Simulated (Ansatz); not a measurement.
```yaml
crystal:
  periodic: [true, true, true]
  atoms:
    - {symbol: C, position_ang: [-0.288855, -1.541498, -0.580997]}
    - {symbol: C, position_ang: [-0.250403, -0.688430, -0.068595]}
    - {symbol: Si, position_ang: [0.215355, 0.839280, 0.529819]}
    - {symbol: F, position_ang: [-0.270351, 2.141136, -0.474190]}
    - {symbol: H, position_ang: [-0.282734, -2.594781, -1.203890]}
    - {symbol: H, position_ang: [0.117893, 1.133552, 2.097816]}
    - {symbol: H, position_ang: [1.652062, 1.133582, 0.264669]}
basis:
  gaussian: {orbitals: def2-TZVPD}
hamiltonian: {xc: {name: PBE0}, dispersion: d4}
scf: {lower_state_search: light}
```

```sh
$ ansatz run in.yaml --threads 2 --pin off --events-out ev --progress --plain --max-ram 32768MiB --backend cpu
```

Shortened log:

```
Error: YAML parse error: error: line 2 column 3: crystal: missing field `lattice` (a structure is typed as `lattice` and `atoms`, a molecule's as `atoms` in Å alone, or read from a run's directory, `checkpoint`)
 --> <input>:2:3
1 | crystal:
2 |   periodic: [true, true, true]
3 |   atoms:
4 |     - {symbol: C, position_ang: [-0.288855, -1.541498, -0.580997]}
```

(1) Something in this input is off. What?

Answers

(1) The molecule is marked periodic without a cell. The input was rejected before any iteration.
